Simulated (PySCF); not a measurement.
## `FC(/C=C(/C(=C)F)F)(F)F`, C5H3F5

Geometry (Å), atoms numbered from 1 in this order:
```xyz
13

C     2.513    0.620   -0.737
C     1.550   -0.170   -0.280
F     1.811   -1.441    0.079
C     0.149    0.200   -0.108
F    -0.129    1.451   -0.482
C    -0.797   -0.605    0.379
C    -2.225   -0.184    0.537
F    -2.932   -1.116    1.189
F    -2.363    0.958    1.227
F    -2.840    0.007   -0.643
H     2.300    1.634   -1.020
H     3.522    0.262   -0.831
H    -0.563   -1.615    0.672
```

The calculation used TDDFT BHandHLYP/def2-SVPD circular dichroism and optical rotation, one conformer, gas phase (PySCF 2.14.0). Geometry: GFN2-xTB.

States above about 9.0 eV lie in this functional's continuum (it starts at minus the energy of the highest occupied orbital, well below the true ionisation energy for most functionals) and depend on the basis. No stereocentre is labelled: unless the shape is locked (an allene, a helicene, a hindered biaryl), the mirror image is equally populated and a measured rotation or CD is zero.

Question: Draw the ECD and absorption spectra from the lowest 12 states, each a Gaussian of half-width 0.25 eV at 1/e height.

Answer: 
```
E (eV)  λ (nm)  Δε (L mol⁻¹ cm⁻¹)  ε (L mol⁻¹ cm⁻¹)
  5.40     230              +0.03               905
  5.50     226              +0.12              3820
  5.60     222              +0.36             11700
  5.70     218              +0.81             26000
  5.80     214              +1.30             42100
  5.90     210              +1.53             49400
  6.00     207              +1.30             42100
  6.10     203              +0.81             26000
  6.20     200              +0.36             11700
  6.30     197              +0.12              3820
  6.40     194              +0.03               905
  6.50     191               0.00               156
  6.60     188               0.00              19.5
  6.70     185               0.00              2.29
  6.80     182               0.00              3.94
  6.90     180              +0.01              20.2
  7.00     177              +0.02              77.6
  7.10     175              +0.05               217
  7.20     172              +0.05               444
  7.30     170              -0.01               663
  7.40     168              -0.16               727
  7.50     165              -0.28               589
  7.60     163              -0.30               374
  7.70     161              -0.30               258
  7.80     159              -0.43               344
  7.90     157              -0.72               639
  8.00     155              -1.05              1100
  8.10     153              -1.25              1740
  8.20     151              -1.27              2540
  8.30     149              -1.14              3220
  8.40     148              -0.86              3280
  8.50     146              -0.37              2580
  8.60     144              +0.32              1610
  8.70     143              +1.05               927
  8.80     141              +1.52               625
  8.90     139              +1.47               484
  9.00     138              +0.96               355
  9.10     136              +0.36               257
  9.20     135              -0.02               247
  9.30     133               0.00               319
```
Δε uses R in velocity form, ε uses f in length form. Only the states computed contribute, so the short-wavelength end is incomplete.
